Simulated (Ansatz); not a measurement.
`C[AsH]B1CC1`, relaxed with RKS PBE0-D4/def2-TZVP in Ansatz 0.2.0 from a PBE-D4/def2-SVP geometry. The force threshold is 0.005 eV/Å; the program also tests the step.

Total charge 0; spin multiplicity 1.

Start:

```xyz
13

C    -1.497    1.870    0.503
As    0.442    1.477    0.721
B     0.610   -0.344   -0.016
C     0.114   -1.810   -0.029
C     1.503   -1.464   -0.598
H    -1.837    1.747   -0.541
H    -2.054    1.166    1.151
H    -1.694    2.904    0.843
H     0.991    2.263   -0.477
H     0.061   -2.374    0.919
H    -0.676   -2.112   -0.740
H     1.639   -1.528   -1.693
H     2.398   -1.796   -0.044
```

Q: How much energy does the relaxation release, and in how many steps? (An estimate is asked.)

A: Computed: 5.02 kJ/mol, in 6 steps.

Q: Which bonds change most? (Estimate.)

A: The calculation gave: C1–As2 from 1.991 to 1.969 Å; C5–H12 from 1.105 to 1.086 Å; C4–H11 from 1.105 to 1.086 Å; C4–H10 from 1.105 to 1.086 Å.

Q: Give the relaxed structure. (Best estimate.)

A: Ansatz gave: 
```xyz
13

C    -1.484    1.849    0.499
As    0.439    1.480    0.709
B     0.614   -0.342    0.000
C     0.108   -1.788   -0.026
C     1.491   -1.449   -0.590
H    -1.816    1.726   -0.530
H    -2.023    1.151    1.139
H    -1.687    2.865    0.833
H     0.978    2.240   -0.487
H     0.060   -2.359    0.897
H    -0.667   -2.071   -0.734
H     1.622   -1.508   -1.667
H     2.363   -1.794   -0.042
```
